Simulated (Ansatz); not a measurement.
`[GaH3]` → `[GaH2]`• + H•  (homolysis of the Ga–H bond)

Program: Ansatz. Geometries: PBE0-D4/def2-TZVP. ΔE: electronic, gas phase. CCSD(T)/CBS adds triple-zeta CCSD(T) − MP2 to the extrapolated MP2 energy (def2 sets, frozen cores). This one scheme is used for every species, atoms too. Functionals use def2-TZVPP. No spin–orbit coupling; open shells (•) take unrestricted orbitals. For Ga outer-core shells are correlated without core-valence functions, so the limit isn't a true one: a few kJ/mol of doubt a bond, and 10 to 20 or more in all where bonds break to atoms. Scalar relativity is left out up to krypton.

`[GaH3]`:

Cartesian coordinates in Å:
```
Ga 0.000 0.000 0.001
H -1.193 -0.878 -0.516
H -0.055 1.561 -0.145
H 1.248 -0.682 0.660
```

`[GaH2]`•:

Cartesian coordinates in Å:
```
Ga 0.286 -0.276 0.344
H 0.628 -0.355 -1.210
H -0.915 0.632 0.865
```

Problem. What is ΔE at CCSD(T)/CBS? (Estimate.)

Solution. The calculation gave: +87.5 kcal/mol.

Problem. What do these levels give: r2SCAN-D4, PBE0-D4, r2SCAN0-D4, B2PLYP, PBE, revPBE, CAM-B3LYP, CCSD/def2-SVP, HF/def2-TZVPP, MP2/def2-TZVPP, SCS-MP2/def2-TZVPP, CCSD/CBS(def2)? (Estimate.)

Solution. The calculation gave: r2SCAN-D4 82.4, PBE0-D4 81.6, r2SCAN0-D4 82.4, B2PLYP 83.8, PBE 80.5, revPBE 79.0, CAM-B3LYP 84.8, CCSD/def2-SVP 82.0, HF/def2-TZVPP 64.6, MP2/def2-TZVPP 82.9, SCS-MP2/def2-TZVPP 85.3, CCSD/CBS(def2) 87.3 kcal/mol.

Largest T1 diagnostic among the species: 0.015.

Leaving LDA and LC-ωPBE aside and taking each functional with its dispersion term where it has one, the values, not all of them listed here, spread over 6.8 kcal/mol, from revPBE-D4 to B97M-V. LDA lies +9.8 kcal/mol from PBE without D4, its usual overbinding. From BLYP to BHLYP (50 % exact exchange), in def2-TZVPP and without D4, ΔE moves by +2.2 kcal/mol.
